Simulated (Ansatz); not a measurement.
Coupled-cluster diagnostics for SnO₄H₄, Ansatz.

Geometry of the singlet (B3LYP-D4/def2-SVP):

```xyz
9

Sn   -1.154    0.064   -0.635
O     1.481   -0.488    1.084
O    -1.216    0.252   -2.475
O     0.910   -1.087   -0.109
O    -0.139    1.453    0.467
H     1.031    0.409    1.013
H    -2.002   -0.746    0.612
H     0.196    2.169   -0.095
H     0.892   -2.027    0.138
```

In the def2 sets Sn takes a core potential; there is no spin–orbit coupling. Correlated methods freeze 8 core orbitals; core or outer-core shells of Sn are correlated, in sets that lack core-valence functions. The structure holds one bond between oxygen atoms, so isomers without such links may lie far lower. Another isomer (singlet) lies 0.32 eV lower at PBE0-D4/def2-TZVP; other spin states weren't run for this one.

Q: Estimate the CCSD(T) correlation energy, the shares of MP2 and (T), T1 and the reference's ⟨S²⟩ for: charge 0, singlet, own geometry in def2-SVP; and the rough time on 4 threads of Arm Neoverse V1 on a shared host.

A: 
```csv
state,basis,correlation (eV),MP2 share (%),(T) share (%),T1,⟨S²⟩ (pure),wall time,remarks
"charge 0, singlet, own geometry",def2-SVP,-25.752,95.0,3.0,0.021,0.00 (0.00),9.5 s,large T1 (0.021)
```
Customary marks for T1 are 0.02 (closed shells), 0.045 (open shells) and about 0.05 (3d metals). T1 exceeds 0.02 in 1 of 1 rows and 0.045 in 0; the higher it lies, the less the single-reference result can be trusted.
